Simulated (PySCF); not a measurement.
PySCF input (M06-L/def2-TZVPD):

```python
from pyscf import gto, scf, dft

mol = gto.M(
    atom='''
    C    -0.00000000   -0.00000000    0.00000000
    H     1.07877132    0.00818296    0.01706258
    H    -0.54598586    0.92977198   -0.03910430
    H    -0.53278545   -0.93795494    0.02204172
    ''',
    basis='def2-tzvpd',
    charge=0,
    spin=1,
    verbose=4,
)

mf = dft.UKS(mol, xc='m06l').density_fit(auxbasis='def2-universal-jkfit')
mf.grids.level = 4
mf.conv_tol = 1e-9
mf.max_cycle = 100
mf.max_memory = 1500
mf.kernel()
if not mf.converged:
    mf = mf.newton()
    mf.kernel(mf.make_rdm1())
for _ in range(2):
    mo, _, stable, _ = mf.stability(return_status=True)
    if stable:
        break
    mf.kernel(mf.make_rdm1(mo, mf.mo_occ))
mf.analyze()
```

Output:

```
PySCF version 2.14.0

[INPUT] verbose = 4
[INPUT] num. atoms = 4
[INPUT] num. electrons = 9
[INPUT] charge = 0
[INPUT] spin (= nelec alpha-beta = 2S) = 1
[INPUT] symmetry False subgroup None
[INPUT] Mole.unit = angstrom
[INPUT] Symbol           X                Y                Z      unit          X                Y                Z       unit  Magmom
[INPUT]  1 C      0.000000000000   0.000000000000   0.000000000000 AA    0.000000000000   0.000000000000   0.000000000000 Bohr   0.0
[INPUT]  2 H      1.078771320000   0.008182960000   0.017062580000 AA    2.038582345836   0.015463553288   0.032243603178 Bohr   0.0
[INPUT]  3 H     -0.545985860000   0.929771980000  -0.039104300000 AA   -1.031763743285   1.757014400495  -0.073896417293 Bohr   0.0
[INPUT]  4 H     -0.532785450000  -0.937954940000   0.022041720000 AA   -1.006818583653  -1.772477953783   0.041652814114 Bohr   0.0

nuclear repulsion = 9.67781153249438
number of shells = 28
number of NR pGTOs = 85
number of NR cGTOs = 64
basis = def2-tzvpd
ecp = {}

******** <class 'pyscf.df.df_jk.DFUKS'> ********
method = DFUKS
initial guess = minao
damping factor = 0
level_shift factor = 0
DIIS = <class 'pyscf.scf.diis.CDIIS'>
diis_start_cycle = 1
diis_space = 8
diis_damp = 0
SCF conv_tol = 1e-09
SCF conv_tol_grad = None
SCF max_cycles = 100
direct_scf = False
number electrons alpha = 5  beta = 4
XC library pyscf.dft.libxc version 7.1.2
    S. Lehtola, C. Steigemann, M. J. T. Oliveira, and M. A. L. Marques,  SoftwareX 7, 1–5 (2018)
XC functionals = m06l
    Y. Zhao and D. G. Truhlar,  J. Chem. Phys. 125, 194101 (2006)
    Y. Zhao and D. G. Truhlar,  J. Chem. Phys. 125, 194101 (2006)
    Y. Zhao and D. G. Truhlar,  Theor. Chem. Acc. 120, 215 (2008)
radial grids:
    Treutler-Ahlrichs [JCP 102, 346 (1995); DOI:10.1063/1.469408] (M4) radial grids

becke partition: Becke, JCP 88, 2547 (1988); DOI:10.1063/1.454033
pruning grids: <function nwchem_prune>
grids dens level: 4
symmetrized grids: False
atomic radii adjust function: <function treutler_atomic_radii_adjust>
small_rho_cutoff = 0
Set gradient conv threshold to 3.16228e-05
tot grids = 75736
init E= -39.6595803189032
  alpha nocc = 5  HOMO = -0.218272603548844  LUMO = 0.0183140567813247
  beta  nocc = 4  HOMO = -0.454128744372461  LUMO = -0.218272603548844

WARN: HOMO -0.218272603548844 >= LUMO -0.218272603548844

cycle= 1 E= -39.8275031349745  delta_E= -0.168  |g|= 0.177  |ddm|= 0.823
[...]
  beta  nocc = 4  HOMO = -0.374301299956657  LUMO = -0.0849582096569286
  HOMO = -0.204353535859  LUMO = -0.0849582096569  gap/eV = 3.24891
Extra cycle  E= -39.8449051002218  delta_E= -9.95e-14  |g|= 4.04e-07  |ddm|= 1.08e-05
converged SCF energy = -39.8449051002218  <S^2> = 0.75682108  2S+1 = 2.0068095
uhf_internal: lowest eigs of H = [0.44584053 0.47873279 0.4787397 ]
<class 'pyscf.df.df_jk.DFUKS'> wavefunction is stable in the internal stability analysis
**** SCF Summaries ****
Total Energy =                         -39.844905100221844
Nuclear Repulsion Energy =               9.677811532494379
One-electron Energy =                  -71.682157466124636
Two-electron Energy =                   22.159440833408411
Two-electron Coulomb Energy =           28.661021972128665
DFT Exchange-Correlation Energy =       -6.501581138720253
HOMO-LUMO gap [eV] =                     3.248912310262273
**** MO energy ****
                             alpha | beta                alpha | beta
MO #1   energy= -10.0575507368503  | -10.0436906103142  occ= 1 | 1
MO #2   energy= -0.657368933178088 | -0.598546411085433 occ= 1 | 1
MO #3   energy= -0.388829539323675 | -0.374303525590085 occ= 1 | 1
MO #4   energy= -0.388829149551644 | -0.374301299956657 occ= 1 | 1
MO #5   energy= -0.204353535858775 | -0.0849582096569286 occ= 1 | 0
MO #6   energy= 0.0201032464304909 | 0.0271176377434266 occ= 0 | 0
MO #7   energy= 0.0952474013649301 | 0.0915848066696789 occ= 0 | 0
MO #8   energy= 0.0952479028306043 | 0.0915857910879472 occ= 0 | 0
MO #9   energy= 0.13142234168011   | 0.137894506851586  occ= 0 | 0
MO #10  energy= 0.143722286214665  | 0.137894898353828  occ= 0 | 0
MO #11  energy= 0.143722843319391  | 0.152044130254133  occ= 0 | 0
MO #12  energy= 0.188119938278213  | 0.193283644548283  occ= 0 | 0
MO #13  energy= 0.206829973415088  | 0.193283766866343  occ= 0 | 0
MO #14  energy= 0.206830026928096  | 0.204434574740197  occ= 0 | 0
MO #15  energy= 0.227050624890664  | 0.225830097309244  occ= 0 | 0
MO #16  energy= 0.273628602868162  | 0.262144858723145  occ= 0 | 0
MO #17  energy= 0.273629109909443  | 0.262147294082786  occ= 0 | 0
MO #18  energy= 0.291142011907645  | 0.291294478225069  occ= 0 | 0
MO #19  energy= 0.300875386479897  | 0.297880949010179  occ= 0 | 0
MO #20  energy= 0.339917955280574  | 0.332408374382453  occ= 0 | 0
MO #21  energy= 0.339918331239044  | 0.332408785282782  occ= 0 | 0
MO #22  energy= 0.402037204595125  | 0.404054038020628  occ= 0 | 0
MO #23  energy= 0.418730339840443  | 0.418998745710686  occ= 0 | 0
MO #24  energy= 0.41873218390347   | 0.419001438973956  occ= 0 | 0
MO #25  energy= 0.423360921150243  | 0.437892612628198  occ= 0 | 0
MO #26  energy= 0.450105904753727  | 0.43789292621913   occ= 0 | 0
MO #27  energy= 0.450106025485551  | 0.462071610334515  occ= 0 | 0
MO #28  energy= 0.694242071952495  | 0.670239893503517  occ= 0 | 0
MO #29  energy= 0.72728293938355   | 0.694414652316414  occ= 0 | 0
MO #30  energy= 0.727284240717686  | 0.694418514126667  occ= 0 | 0
MO #31  energy= 0.789560474298101  | 0.800331795614856  occ= 0 | 0
MO #32  energy= 0.789562008150208  | 0.800334484263259  occ= 0 | 0
MO #33  energy= 0.926720735209441  | 0.911767951713697  occ= 0 | 0
MO #34  energy= 0.926726819422169  | 0.91177389716443   occ= 0 | 0
MO #35  energy= 0.995306815276326  | 1.0205480866463    occ= 0 | 0
MO #36  energy= 1.47032592466955   | 1.51977271583936   occ= 0 | 0
MO #37  energy= 1.58228376142315   | 1.52718910846599   occ= 0 | 0
MO #38  energy= 1.6563032862225    | 1.65299424290244   occ= 0 | 0
MO #39  energy= 1.77742842599068   | 1.7462309479529    occ= 0 | 0
MO #40  energy= 1.77743057457124   | 1.74623774982803   occ= 0 | 0
MO #41  energy= 1.89897572630553   | 1.8819062038062    occ= 0 | 0
MO #42  energy= 1.94699515534189   | 1.90650399760839   occ= 0 | 0
MO #43  energy= 1.94700547153188   | 1.90652503595869   occ= 0 | 0
MO #44  energy= 2.21780786703748   | 2.15694719962384   occ= 0 | 0
MO #45  energy= 2.21936818656909   | 2.16756038828508   occ= 0 | 0
MO #46  energy= 2.21937083733155   | 2.16757213542285   occ= 0 | 0
MO #47  energy= 2.53224050023422   | 2.51612714245919   occ= 0 | 0
MO #48  energy= 2.53224947469952   | 2.51615273440683   occ= 0 | 0
MO #49  energy= 2.63330461797895   | 2.59051078477367   occ= 0 | 0
MO #50  energy= 2.6333213540421    | 2.59054819760196   occ= 0 | 0
MO #51  energy= 2.70266066994503   | 2.7523615501984    occ= 0 | 0
MO #52  energy= 3.08866582795754   | 3.13179088404288   occ= 0 | 0
MO #53  energy= 3.08866747550786   | 3.13180156794653   occ= 0 | 0
MO #54  energy= 3.243531849915     | 3.27616156667666   occ= 0 | 0
MO #55  energy= 3.25530707421477   | 3.27617451659806   occ= 0 | 0
MO #56  energy= 3.25530873840524   | 3.27898934208585   occ= 0 | 0
MO #57  energy= 3.34379904182701   | 3.32165959790088   occ= 0 | 0
MO #58  energy= 3.34380804374163   | 3.32166961913879   occ= 0 | 0
MO #59  energy= 3.63821384103433   | 3.6436343852186    occ= 0 | 0
MO #60  energy= 3.75256231343761   | 3.6603299379153    occ= 0 | 0
MO #61  energy= 4.26201052399009   | 4.06451244613885   occ= 0 | 0
MO #62  energy= 4.26203870840769   | 4.06457538536657   occ= 0 | 0
MO #63  energy= 4.68168366694848   | 4.46008945804522   occ= 0 | 0
MO #64  energy= 22.2022754020238   | 22.1728787593483   occ= 0 | 0

To work with the spin densities directly, `use mulliken_meta_spin()` only printing them here.

 ** Mulliken spin pop alpha/beta on meta-lowdin orthogonal AOs **
 ** Mulliken Spin Density (per AO)  **
spin_pop of  0 C 1s       -0.00001
spin_pop of  0 C 2s        0.06081
spin_pop of  0 C 3s        0.00003
spin_pop of  0 C 4s        0.00015
spin_pop of  0 C 5s       -0.00001
spin_pop of  0 C 6s        0.00000
spin_pop of  0 C 2px       0.02155
spin_pop of  0 C 2py       0.02233
spin_pop of  0 C 2pz       0.98704
spin_pop of  0 C 3px       0.00035
spin_pop of  0 C 3py       0.00036
spin_pop of  0 C 3pz       0.00593
spin_pop of  0 C 4px       0.00006
spin_pop of  0 C 4py       0.00006
spin_pop of  0 C 4pz       0.00001
spin_pop of  0 C 3dxy      0.00040
spin_pop of  0 C 3dyz     -0.00001
spin_pop of  0 C 3dz^2    -0.00206
spin_pop of  0 C 3dxz     -0.00000
spin_pop of  0 C 3dx2-y2    0.00040
spin_pop of  0 C 4dxy      0.00003
spin_pop of  0 C 4dyz     -0.00000
spin_pop of  0 C 4dz^2    -0.00015
spin_pop of  0 C 4dxz     -0.00000
spin_pop of  0 C 4dx2-y2    0.00003
spin_pop of  0 C 5dxy      0.00001
spin_pop of  0 C 5dyz      0.00000
spin_pop of  0 C 5dz^2    -0.00001
spin_pop of  0 C 5dxz      0.00000
spin_pop of  0 C 5dx2-y2    0.00001
spin_pop of  0 C 4f-3      0.00000
spin_pop of  0 C 4f-2     -0.00000
spin_pop of  0 C 4f-1     -0.00025
spin_pop of  0 C 4f+0      0.00012
spin_pop of  0 C 4f+1     -0.00025
[...]
```
